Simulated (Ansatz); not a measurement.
Coupled-cluster run, Cl₃FMoO (`[O]=[Mo]([F])([Cl])([Cl])[Cl]`).

```yaml
crystal:
  periodic: [false, false, false]
  atoms:
    - {symbol: O, position_ang: [-1.708505, -0.109294, 0.203001]}
    - {symbol: Mo, position_ang: [-0.079822, -0.030182, 0.050239]}
    - {symbol: F, position_ang: [0.571304, -0.526067, 1.707168]}
    - {symbol: Cl, position_ang: [0.577969, -2.105717, -0.593311]}
    - {symbol: Cl, position_ang: [0.185753, 0.636022, -2.102395]}
    - {symbol: Cl, position_ang: [0.495401, 2.071138, 0.689196]}
basis:
  gaussian: {orbitals: def2-TZVPP}
correlation: {method: ccsd_t}
output: {orbitals: {seedname: orbitals}}
```

```sh
$ ansatz run in.yaml --threads 4 --pin off --events-out ev --progress --plain --max-ram 10444MiB
```

Output of Ansatz, abridged:

```
Functional definition: HF
1555 factors; integrals over basis functions are off by at most 6.9e-4 eV
mean field evaluation 1: about -44084.7278 eV, gradient 8.1e1 eV
mean field evaluation 2: about -44085.1439 eV, gradient 8.1e1 eV
mean field evaluation 4: about -44097.4367 eV, gradient 1.2e1 eV
mean field evaluation 8: about -44097.7463 eV, gradient 1.5e0 eV
mean field evaluation 16: about -44097.7596 eV, gradient 1.6e-6 eV
mean field -44097.75956763 eV, -1620.5627735755 hartree, gradient 2.1e-6 eV, S^2 0.000000; 0 other end points of the search recorded, 0 dependent functions left out
17 core orbitals not correlated: weight in the atoms' cores, before any rotation towards them, 1.000 or more for the frozen orbitals, at most 0.000 for the correlated occupied ones
reference -44097.75956763 eV, -1620.5627735755 hartree; 24, 24 occupied and 203, 203 virtual orbitals, 1555 factors
second order -45.93610332 eV of doubles, -0.00000000 eV of singles
cycle   1  -41.50014494 eV  change     4.4e0 eV  update   3.7e-1
cycle   2  -44.00599249 eV  change    -2.5e0 eV  update   3.0e-1
cycle   3  -44.47281627 eV  change   -4.7e-1 eV  update   5.4e-2
cycle   4  -44.51888336 eV  change   -4.6e-2 eV  update   3.0e-2
cycle   5  -44.47161257 eV  change    4.7e-2 eV  update   1.0e-2
cycle   6  -44.47062220 eV  change    9.9e-4 eV  update   5.1e-3
cycle   7  -44.47082460 eV  change   -2.0e-4 eV  update   2.1e-3
cycle   8  -44.47007780 eV  change    7.5e-4 eV  update   1.1e-3
cycle   9  -44.47015688 eV  change   -7.9e-5 eV  update   4.9e-4
cycle  10  -44.47098884 eV  change   -8.3e-4 eV  update   2.7e-4
cycle  11  -44.47097559 eV  change    1.3e-5 eV  update   2.0e-4
cycle  12  -44.47040879 eV  change    5.7e-4 eV  update   9.4e-5
cycle  13  -44.47063659 eV  change   -2.3e-4 eV  update   5.8e-5
cycle  14  -44.47049915 eV  change    1.4e-4 eV  update   3.3e-5
cycle  15  -44.47048651 eV  change    1.3e-5 eV  update   1.6e-5
perturbative correction -2.69982238 eV, -0.0992166424 hartree
Total energy: -44144.92987653 eV, -1622.2962504541 hartree
```

Hardware: 4 threads of an Arm Neoverse V1 on a shared host. Wall time 7.4 min, peak host memory 5.5 GiB.

Correlation energy per correlated electron: -0.983 eV. T1 diagnostic: 0.0241.
